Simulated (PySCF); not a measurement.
# YO at UHF-SCS-MP2

Computed with UHF-SCS-MP2; PySCF, scalar-relativistic core potentials, basis sets Y def2-SVP with ECP28, O def2-SVP.

- state: ²Σ⁺ (doublet), unpaired electrons σ ↑
- bond length: 1.814 Å
- harmonic wavenumber: 877 cm⁻¹
- force constant: 6.14 mdyn/Å
- rotational constant Be: 0.3779 cm⁻¹

Correlated steps freeze 1 core orbital. These are scalar-relativistic numbers at best; spin–orbit coupling would shift them, the dissociation energy most. The state is the lowest single determinant that the PBE0 search found; with open d or f shells the true ground state can be another one.
